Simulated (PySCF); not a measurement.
(E)-1-bromo-1-chloroprop-1-ene (C3H4BrCl), SMILES C(/Br)(=C\C)Cl. The structure is a stationary point at PBE-D3(BJ)/def2-SVP.

Computed equilibrium geometry at PBE-D3(BJ)/def2-SVP (PySCF confirms it by a frequency run) as bond lengths and angles, and its point group:
point group Cs.
Atoms: C1 C2 C3 Cl4 Br5 H6 H7 H8 H9. Bond lengths (Å): C1–C2 1.495, C1–H6 1.111, C1–H7 1.106, C1–H8 1.111, C2–C3 1.349, C2–H9 1.102, C3–Cl4 1.738, C3–Br5 1.902. Bond angles (°): C2–C1–H6 110.7, C2–C1–H7 111.8, C2–C1–H8 110.7, H6–C1–H7 108.5, H6–C1–H8 106.5, H7–C1–H8 108.5, C1–C2–C3 126.0, C1–C2–H9 118.1, C3–C2–H9 115.9, C2–C3–Cl4 123.8, C2–C3–Br5 121.9, Cl4–C3–Br5 114.3.
Charge 0, spin multiplicity 1.
